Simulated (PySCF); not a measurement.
## Dipole moment and polarisability of `C=C[Si@@H](O)N(C)C`

C4H11NOSi.
Geometry (GFN2-xTB, Å), atoms numbered from 1 in this order:
```xyz
18
C4H11NOSi angstrom
C      2.475   -0.589   -0.469
C      1.810   -0.908    0.630
Si     0.375    0.085    1.351
O      0.786    1.599    1.796
N     -0.818    0.185    0.109
C     -1.913    1.117    0.232
C     -1.156   -0.941   -0.726
H      3.304   -1.173   -0.842
H      2.212    0.276   -1.058
H      2.119   -1.791    1.175
H     -0.038   -0.443    2.652
H      1.170    2.200    1.163
H     -2.802    0.643    0.665
H     -2.183    1.507   -0.754
H     -1.617    1.943    0.872
H     -1.451   -0.589   -1.719
H     -1.988   -1.522   -0.310
H     -0.291   -1.591   -0.826
```

Level: PBE0/def2-SVPD (PySCF), static field, nuclei fixed, core orbitals frozen in the response. The polarisability tensor in these axes (au):

```
x   93.43 -4.58 -2.96
y   -4.58 78.55  1.88
z   -2.96  1.88 85.26
```

Diagonalise the tensor; give its mean and Δα, where Δα² is half the sum of the squared differences of the eigenvalues.

Principal values 77.11, 84.32 and 95.80 au; mean 85.74 au = 12.71 Å³ = 14.14 × 10⁻⁴⁰ C²·m²/J; Δα = 16.32 au (19 % of the mean).

What is the dipole moment, and where does it point?

(0.04, -0.18, -1.81) D, 1.82 D in size, pointing from the negative to the positive side. Measured along this direction, the outermost atoms are H11 at the negative end and H16 at the positive end.

Directions of the eigenvectors, and the extent of the frame along each?

Largest value along (0.91, -0.28, -0.30), where the nuclei span 6.53 Å; middle along (0.33, 0.05, 0.94), 4.59 Å; least along (0.25, 0.96, -0.13), 4.16 Å. The response follows the extents in order.

What would n − 1 = 2πNα be for an ideal gas of these molecules at 273.15 K and 1 atm, electronic part alone?

N = p/kT = 2.6868 × 10¹⁹ cm⁻³, so n − 1 = 2π × N × 12.71 × 10⁻²⁴ cm³ = 2145 × 10⁻⁶ at long wavelengths.

Estimate the molar refractivity from the static electronic polarisability.

Lorentz–Lorenz: R = (4π/3)N_A α = 2.5225 cm³/(mol·Å³) × 12.71 Å³ = 32.1 cm³/mol, in the limit of long wavelengths.

Orientational against electronic polarisability at 250 K (dilute gas, rigid molecules)?

In Gaussian units μ²/3kT = 31.87 Å³ against 12.71 Å³, a ratio of 2.51; the Debye molar polarisation (4π/3)N_A(α + μ²/3kT) is 112.4 cm³/mol, leaving out the vibrational part.

Find the Langevin capture rate constant for NO+ (29.998 u) meeting this molecule (117.061 u), k = 2.342 × 10⁻⁹ cm³/s × √(α in Å³ / reduced mass in u).

The reduced mass is 23.88 u, so k = 1.71 × 10⁻⁹ cm³/s. The formula leaves out the permanent dipole, which adds to the capture rate.

The structure is a single GFN2-xTB conformer in the gas phase; no vibrational or solvent corrections.

These values come from a run that also computed excited states. Time: 79 s; peak memory 1.0 GiB. Hardware: Arm Neoverse N1, one thread, no GPU (shared host).
